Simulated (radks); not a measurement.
The table gives one normalised radial function P(r) = r R(r) of Re8+ in [Kr] 4d10 4f14 5s2 5p5 (r in bohr). All-electron calculation, scalar-relativistic Kohn-Sham, PBE, spin-unpolarised, spherical densities, point nucleus. Program: a radial shooting solver on a logarithmic mesh with Libxc functionals.

r,P
0.002272,0.0000
0.002982,0.0000
0.003914,0.0000
0.005138,0.0000
0.006744,0.0000
0.008852,0.0001
0.01162,0.0002
0.01525,0.0004
0.02002,0.0012
0.02628,0.0031
0.03449,0.0077
0.04527,0.0189
0.0599,0.0452
0.07862,0.0990
0.1032,0.2019
0.1355,0.3771
0.1778,0.6338
0.2334,0.9419
0.3063,1.2171
0.4021,1.3476
0.5278,1.2674
0.6927,1.0120
0.9093,0.6810
1.193,0.3744
1.567,0.1576
2.056,0.0466
2.699,0.0084
3.543,0.0008

Which n and l does it have? It may be an empty orbital.

Answer. n = 4, l = 3: the number of nodes gives n - l - 1 = 0, the rise at small r (about r^(l+1), flatter next to the nucleus through relativity) gives l, and the extent must fit the shell. The curve is that of 4f. 4f: eigenvalue -160.13 eV, 0 radial nodes, <r> = 0.568 bohr, 90 % of the charge inside 0.927 bohr.
